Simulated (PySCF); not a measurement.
From a computed spectrum to the compound

A species of 13 atoms with charge 3 has these harmonic modes (PBE, small Gaussian bases with core potentials, PySCF 2.14.0):

```csv
cm⁻¹,km/mol,symmetry
-17,–,
29,3.5,
35,2.4,
56,2.2,
57,0.4,
84,3.5,
97,2.4,
146,0.1,
161,0.3,
358,0.0,
364,11.7,
364,11.8,
366,13.8,
555,2.9,
556,0.2,
557,0.7,
573,28.0,
590,2.0,
596,559.9,
598,558.1,
606,497.6,
1619,128.1,
1619,143.4,
1619,128.2,
1621,0.3,
3506,556.4,
3508,674.6,
3509,546.9,
3524,7.2,
3552,463.4,
3552,105.2,
3555,470.1,
3555,269.8,
```

Problem. Which species is it, and in which structure?

Solution. [La(H2O)4]3+ (singlet):
```xyz
13

La    0.0000    0.0000    0.0000
O     1.4419    1.3635    1.4251
H     1.3665    1.5323    2.3998
H     2.2564    1.8713    1.1726
O    -1.4419   -1.4251    1.3635
H    -2.2569   -1.1725    1.8709
H    -1.3660   -2.4000    1.5327
O     1.4419   -1.3635   -1.4251
H     2.2564   -1.8713   -1.1726
H     1.3665   -1.5323   -2.3998
O    -1.4419    1.4251   -1.3635
H    -1.3660    2.4000   -1.5327
H    -2.2569    1.1725   -1.8709
```
 Negative wavenumbers this small are taken as noise. 
 The answer isn't unique; the calculation gave this one.
